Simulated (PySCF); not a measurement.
C4H6FO2Si: g tensor and hyperfine couplings

Compound: C4H6FO2Si (doublet state).
Numbering: `[H]/[C:1]=[C:2](/[F:3])[C:4](=[O:5])[CH2:6][SiH2:7][OH:8]` (hydrogens: H9 on C1; H10, H11 on C6; H12, H13 on Si7; H14 on O8)

Structure used (GFN2-xTB), in Å, numbered top down from 1:
```xyz
14
C4H6FO2Si angstrom
C      2.3233    1.8027   -0.9928
C      1.6551    0.7112   -0.7974
F      1.9691   -0.4636   -1.3991
C      0.4681    0.5704    0.1454
O     -0.1513    1.5425    0.5206
C      0.0966   -0.8083    0.4727
Si    -1.4624   -1.1543   -0.6362
O     -2.4836    0.0710   -0.4025
H      2.2354    2.7955   -0.6221
H     -0.2344   -0.8543    1.5085
H      0.8836   -1.5306    0.2978
H     -2.0893   -2.3592   -0.1148
H     -1.0353   -1.2309   -2.0282
H     -2.1755    0.9074   -0.0437
```

The hyperfine couplings belong to this conformer and change with its torsions.

Level of theory: UKS B3LYP, pcH-1 on C F H O Si, non-relativistic, mean-field spin-orbit, GIAO in PySCF 2.14.0. One conformer (not necessarily the lowest) at the GFN2-xTB geometry, without solvent, vibrations or thermal averaging. A GFN2-xTB geometry isn't a minimum of the functional, and hyperfine couplings can be far from their values at a DFT geometry. The frame is twisted about the C2–C4 bond at this geometry (dihedral F3–C2–C4–C6 = 14°); couplings at other torsion angles weren't computed. Stability of the SCF solution: not tested.

| Item | Value |
| --- | --- |
| g1, g2, g3 | 2.00135, 2.00230, 2.00271 |
| g_iso | 2.00212 |
| Form of g | rhombic: the two nearest values differ by 30 % of g3 − g1 |
| ⟨S²⟩ | 0.7613 (exact 0.7500) |
| α and β electrons | 35, 34 |
| HOMO–LUMO gap, α and β orbitals | 5.25, 4.13 eV |
| Total energy | -695.78343 Eh |
| Basis functions | 270 |

Isotropic coupling and dipolar principal values T1 to T3, in MHz:

```json
{"atom": "C1", "isotope": "13C", "a_iso": "328.4", "of which spin–orbit": "-0.1", "T1": "-84.3", "T2": "-59.6", "T3": "143.9", "Mulliken spin population": "1.06"}
{"atom": "C2", "isotope": "13C", "a_iso": "-42.7", "of which spin–orbit": "0.0", "T1": "-23.7", "T2": "-2.2", "T3": "25.9", "Mulliken spin population": "-0.12"}
{"atom": "F3", "isotope": "19F", "a_iso": "137.8", "of which spin–orbit": "0.6", "T1": "-99.9", "T2": "-36.5", "T3": "136.4", "Mulliken spin population": "0.02"}
{"atom": "C4", "isotope": "13C", "a_iso": "38.3", "of which spin–orbit": "0.0", "T1": "-6.3", "T2": "-5.0", "T3": "11.4", "Mulliken spin population": "0.05"}
{"atom": "O5", "isotope": "17O", "a_iso": "0.3", "of which spin–orbit": "0.0", "T1": "-2.9", "T2": "-1.9", "T3": "4.8", "Mulliken spin population": "-0.01"}
{"atom": "C6", "isotope": "13C", "a_iso": "12.8", "of which spin–orbit": "0.0", "T1": "-2.0", "T2": "-1.6", "T3": "3.6", "Mulliken spin population": "0.01"}
{"atom": "Si7", "isotope": "29Si", "a_iso": "0.2", "of which spin–orbit": "0.0", "T1": "-0.2", "T2": "0.0", "T3": "0.2", "Mulliken spin population": "0.00"}
{"atom": "O8", "isotope": "17O", "a_iso": "0.0", "of which spin–orbit": "0.0", "T1": "-0.1", "T2": "0.0", "T3": "0.1", "Mulliken spin population": "0.00"}
{"atom": "H9", "isotope": "1H", "a_iso": "17.8", "of which spin–orbit": "0.0", "T1": "-33.1", "T2": "-9.3", "T3": "42.5", "Mulliken spin population": "0.00"}
{"atom": "H10", "isotope": "1H", "a_iso": "7.9", "of which spin–orbit": "0.0", "T1": "-1.5", "T2": "-0.5", "T3": "2.0", "Mulliken spin population": "0.00"}
{"atom": "H11", "isotope": "1H", "a_iso": "1.7", "of which spin–orbit": "0.0", "T1": "-1.9", "T2": "-0.7", "T3": "2.7", "Mulliken spin population": "0.00"}
{"atom": "H12", "isotope": "1H", "a_iso": "-0.3", "of which spin–orbit": "0.0", "T1": "-0.4", "T2": "-0.3", "T3": "0.7", "Mulliken spin population": "0.00"}
{"atom": "H13", "isotope": "1H", "a_iso": "-0.1", "of which spin–orbit": "0.0", "T1": "-0.8", "T2": "-0.6", "T3": "1.4", "Mulliken spin population": "0.00"}
{"atom": "H14", "isotope": "1H", "a_iso": "0.1", "of which spin–orbit": "0.0", "T1": "-0.8", "T2": "-0.5", "T3": "1.4", "Mulliken spin population": "0.00"}
```

Largest spin populations (Mulliken): C1 (+1.06) and C2 (-0.12). No atom but C1 exceeds +0.15.

Axes: g2 points within 14° of the C2–F3 bond.

Under fast tumbling the dipolar parts average out, and these isotropic splittings remain: 1 × 19F (F3, I = 1/2, 2 lines) with 4.92 mT, 1 × 1H (H9, I = 1/2, 2 lines) with 0.64 mT and 2 × 1H (H10/H11, I = 1/2, 3 lines) with 0.17 mT.

Means are taken over nuclei equivalent by connectivity, which assumes that they swap fast. The 1H value of +4.8 MHz is a mean of couplings from 1.7 to 7.9 MHz in this one geometry, not an average over conformers.

The 13C coupling of C1 (328.4 MHz) shows only in satellite lines or after enrichment, since that isotope makes up about 1.07 % of natural carbon.

The spin density at the nucleus, in bohr⁻³, is negative for C2 (-0.0379), for instance. A restricted open-shell determinant has no negative spin density anywhere; here it arises because α and β orbitals differ (spin polarisation).
